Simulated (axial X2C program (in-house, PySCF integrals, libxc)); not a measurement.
# Correcting the dissociation energy of YBr for spin–orbit coupling

A spin-free CCSD(T) curve (one-electron X2C) was computed with an in-house all-electron X2C program for linear molecules (integrals from PySCF), basis Y dyall-cv3z [11s12p9d6f3g], Br dyall-cv3z [8s9p6d4f1g] (cores contracted in-house), for the state M_S = 0, Λ = 0 (closed shell). It gives D0 = 4.757 eV to Y + Br, which in a spin-free picture are the weighted means of the ground terms.

Correlated methods: 10 electrons correlated (number of frozen shells: Y 4 s, 3 p, 1 d; Br 3 s, 2 p, 1 d), 324 virtual spin orbitals or spinors in MP2, 90 natural virtuals in coupled cluster.

Measured levels of the ground terms (NIST Handbook of Basic Atomic Spectroscopic Data), in cm⁻¹: Y 2D: J = 3/2 at 0, J = 5/2 at 530.4; Br 2P: J = 3/2 at 0, J = 1/2 at 3685.2.

The molecular state has Λ = 0, so it has no first-order lowering.

Question: How far does each ground level lie under the (2J+1)-weighted mean of its term?

Answer: Y: (4 × 0 + 6 × 530.4)/10 = 318 cm⁻¹; Br: (4 × 0 + 2 × 3685.2)/6 = 1228 cm⁻¹.

Question: Correct D0.

Answer: D0 = 4.757 + (0 − 1546)/8065.5 = 4.565 eV at CCSD(T) with these spin–orbit terms.

Second-order spin–orbit effects in the molecule, which grow quickly with Z, are left out. One determinant describes the state; a PBE0 search over occupations chose it and may have missed a lower one. Dissociation energies refer to the lowest single-determinant-based atoms at the same level and basis. Coupled cluster ran in a truncated set of natural virtual spinors; the MP2 energy of the rest was added. (T) has no such correction and the atoms are truncated less, which lowers De at CCSD(T) by a hundredth of an eV or more. Other states lie close and PBE0, whose exact exchange favours high spin, may order them wrongly; the determinant shown need not be the ground state. The nearest other spin-free determinant of the search, M_S = 1, Λ = 2, lies 0.48 eV up at the distance of the search. The outer-core s and p shells of the metal are frozen in the correlated rows, which leaves out core–valence correlation; for alkali and alkaline-earth bonds that tends to lengthen them. With the outer-core shells frozen, correlated bond lengths of heavy atoms tend to come out a few hundredths of an ångström too long.
